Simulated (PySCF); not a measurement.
(S)-bromo-chloro-fluoromethane (CHBrClF), SMILES Br[C@H](Cl)F. Coordinates come from a PBE0-D3(BJ)/def2-SVP optimisation.

The numbers are results of PBE0-D3(BJ)/def2-SVP run with PySCF, not measurements.

Harmonic wavenumbers (cm⁻¹): 226, 319, 435, 669, 794, 1174, 1218, 1336, 3168. Rotational constants (GHz): 6.469, 1.998, 1.576; symmetry number 1.

Problem. Work out the zero-point energy and the ideal-gas rigid-rotor harmonic-oscillator thermochemistry at 298.15 K and 1 atm.

Solution. ZPE = ½ Σ hcν = ½ × 9338 cm⁻¹ = 55.85 kJ/mol. H − E(el) = 69.56 kJ/mol. Entropy in J/(mol K): translation 171.02, rotation 113.63, vibration 19.82, total 304.47. G − E(el) = -21.21 kJ/mol. Cp = 62.26 J/(mol K).
